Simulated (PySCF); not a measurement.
**Core binding energy against partial charge**

Species: C₆H₈O.
Bonds: C1–C2 (triple), C2–C3, C3–C4 (double), C3–O5, O5–C6, C6–C7. Hydrogens: H8 on C1; H9, H10 on C4; H11, H12 on C6; H13, H14, H15 on C7.

Binding energies: delta-SCF UKS SCAN, pcX-2 on the ionised atom, pcseg-1 elsewhere, spin-free X2C in PySCF 2.14.0. Charges: PBE0/pcSseg-1 ground-state density, for the ionised atom.

```json
{"atom": "C4", "environment": "terminal =CH2 carbon", "C 1s (eV)": "289.75", "Mulliken (e)": "-0.202", "IAO (e)": "-0.401", "Hirshfeld (e)": "-0.140", "ESP (e)": "-0.704"}
{"atom": "C1", "environment": "terminal alkyne carbon", "C 1s (eV)": "290.28", "Mulliken (e)": "-0.353", "IAO (e)": "-0.214", "Hirshfeld (e)": "-0.098", "ESP (e)": "-0.328"}
{"atom": "C2", "environment": "alkyne carbon", "C 1s (eV)": "290.76", "Mulliken (e)": "+0.343", "IAO (e)": "-0.028", "Hirshfeld (e)": "-0.050", "ESP (e)": "-0.128"}
{"atom": "C7", "environment": "methyl carbon", "C 1s (eV)": "290.96", "Mulliken (e)": "-0.261", "IAO (e)": "-0.413", "Hirshfeld (e)": "-0.116", "ESP (e)": "-0.515"}
{"atom": "C6", "environment": "sp3 carbon bound to oxygen", "C 1s (eV)": "292.44", "Mulliken (e)": "-0.029", "IAO (e)": "-0.043", "Hirshfeld (e)": "+0.014", "ESP (e)": "+0.396"}
{"atom": "C3", "environment": "vinylic carbon bearing oxygen", "C 1s (eV)": "292.71", "Mulliken (e)": "+0.015", "IAO (e)": "+0.196", "Hirshfeld (e)": "+0.079", "ESP (e)": "+0.461"}
```

Task: How well does each charge scheme correlate with the binding energies over these sites?

Result: ESP: r = 0.94, slope 2.3 eV per e; Hirshfeld: r = 0.93, slope 13.0 eV per e; IAO: r = 0.77, slope 3.8 eV per e; Mulliken: r = 0.33, slope 1.6 eV per e. On 6 points no scheme stands out.

Task: The point-charge model writes a binding energy as kq + V + constant, with V the potential of the other atoms' charges at the site. What does it give with the ESP charges?

Result: V = Σ 14.40 eV Å × q/r over all other atoms: +9.32 eV at C4, +3.13 eV at C1, -0.36 eV at C2, +7.36 eV at C7, -5.19 eV at C6, -8.23 eV at C3. Fitting binding energy − V to q gives k = 16.6 eV per e and leaves an rms residual of 0.76 eV, against 0.38 eV for the fit on q alone. The model has no term for differences in relaxation between sites.

The unrestricted hole states depart most from a pure doublet (⟨S²⟩ = 0.75; over 0.85 named) for C 1s of C1 (0.90), C 1s of C2 (0.96) and C 1s of C3 (0.91), which makes these values less certain. The structure is a single PBE0-D3(BJ)/def2-SVP conformer in the gas phase; no vibrational or solvent corrections.

Conformer computed: `[CH:1]#[C:2][C:3](=[CH2:4])[O:5][CH2:6][CH3:7]`: C2–C3–O5–C6 180°, C3–O5–C6–C7 180°.
